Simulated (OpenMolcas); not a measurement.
# How basis sets differ on C2H5AlF (SMILES [CH2][Al]([CH3])[F])

C2H5AlF: 9 atoms, total charge 0, spin state doublet. SMILES: `[CH2][Al]([CH3])[F]`. The coordinates come from a PBE0-D4/def2-TZVP relaxation. This is one conformer, not always the lowest.

```xyz
9

C    -0.6864    1.5875   -0.8200
Al   -0.1128   -0.2287   -0.5965
C     0.6071   -1.0023    1.0293
F    -0.2532   -1.2094   -1.9247
H    -1.0868    1.9892   -1.7488
H    -0.6490    2.3368   -0.0310
H    -0.0093   -1.8398    1.3706
H     1.6112   -1.4034    0.8601
H     0.6679   -0.2763    1.8437
```

Quantity: the dipole moment, in D. The values are calculated.

```
                 level          kind     program  value (D)  CPU time
   ROHF/ANO-R0 (sfX2C)  Hartree–Fock  OpenMolcas       0.51     5.2 s
ROHF/ANO-RCC-MB (DKH2)  Hartree–Fock  OpenMolcas       1.99     4.1 s
            UHF/STO-3G  Hartree–Fock  OpenMolcas       0.83     2.9 s
             UHF/3-21G  Hartree–Fock  OpenMolcas       2.12     3.7 s
          UHF/def2-SVP  Hartree–Fock  OpenMolcas       2.04      11 s
```

The values span 0.51 to 2.12 D. Magnitudes only. Sets without polarisation functions give poor dipoles. CPU times are rough (shared hosts, several kinds of processor and program).
